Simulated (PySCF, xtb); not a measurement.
C2H5NO2Si, SMILES N1=C[Si@H](OC1)O. One conformer was computed; it need not be the lowest.

Harmonic wavenumbers (cm⁻¹) from GFN2-xTB (xtb) at its own minimum, in rising order: 127, 166, 217, 280, 407, 486, 575, 672, 687, 769, 794, 814, 824, 945, 987, 1024, 1027, 1169, 1226, 1280, 1450, 1678, 2388, 2896, 2931, 3074, 3644.

### Question
What does PySCF with PBE-D3(BJ)/def2-SVP give at its own minimum? (Estimate from the structure and the level; the computed values follow.)

### Answer
127, 189, 292, 340, 423, 495, 645, 665, 739, 779, 822, 837, 889, 910, 945, 1029, 1039, 1194, 1257, 1297, 1399, 1596, 2232, 2944, 2983, 3053, 3757. Paired by order, the mean absolute difference is 42 cm⁻¹ and the zero-point energies are 46.5 and 47.0 kcal/mol.
